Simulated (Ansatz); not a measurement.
Consider the isomerisation: `[CH3][Al]([AlH2])[SiH3]` → `C[SiH2][AlH][AlH2]`.

Computed with Ansatz on PBE0-D4/def2-TZVP structures; ΔE is electronic, products minus reactants. CCSD(T)/CBS adds triple-zeta CCSD(T) − MP2 to the extrapolated MP2 energy (def2 sets, frozen cores). Functionals use def2-TZVPP. One conformer a species, not always the lowest.

| level | ΔE (kJ/mol) |
| --- | --- |
| PBE | 9.5 |
| MP2/def2-QZVPP | 8.1 |

Q: What does CCSD(T)/CBS give? (Best estimate.)

A: Computed: +7.7 kJ/mol. The listed levels differ from it by 1.8, 0.4 kJ/mol.

Largest T1 diagnostic among the species: 0.012.

In def2-TZVPP, CCSD(T) changes the Hartree–Fock value by +4.5 kJ/mol (the triples alone add +0.8 kJ/mol) and MP2 by +4.9 kJ/mol.
